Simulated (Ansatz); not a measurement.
Frontier orbitals of `C[SiH]1N=C[Se]1`.

Total charge 0; spin multiplicity 1. Correlated methods include outer-core shells of Se, which these sets cover unevenly. Scalar relativity is left out up to krypton. The structure was optimised at the PBE0-D4/def2-TZVP level. Basis def2-TZVPP, the Gaussian-basis code of Ansatz.

Orbital energies of one run (eV). Highest occupied ones, from the top: -8.98, -9.44, -10.61, -11.57, -13.42, -13.61, -14.37, -14.67, -14.70, -16.14, -19.47, -22.33, -22.89, -28.73. Empty: 1.30, 1.38, 1.95, 2.65, 3.37, 3.69.

**Question.** Which functional gave them?
A. r2SCANh
B. LDA (SPW92)
C. ωB97M-V
D. BHLYP

**Answer.** C. HOMO energies: ωB97M-V -8.98, BHLYP -7.81, LDA (SPW92) -5.96, r2SCANh -6.44 eV.
